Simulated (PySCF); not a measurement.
Al(Cl)(OMe)(SeH) (CH4AlClOSe), SMILES C[O][Al]([Cl])[SeH]. Geometry: PBE-D3(BJ)/def2-SVP. One conformer was computed; it need not be the lowest.

Computed equilibrium geometry at PBE-D3(BJ)/def2-SVP (PySCF confirms it by a frequency run) as a Z-matrix, and its point group (one conformer of several):
point group Cs.
```
O
C 1 1.4049
H 2 1.1127 1 110.31
H 2 1.1127 3 107.45 1 -120.29
H 2 1.1140 3 107.82 4 -115.98
Al 1 1.6997 2 138.02 3 120.72
Cl 6 2.1157 1 120.96 2 0.00
Se 6 2.3090 1 116.86 2 180.00
H 8 1.4861 6 90.02 1 180.00
```
Charge 0, spin multiplicity 1.
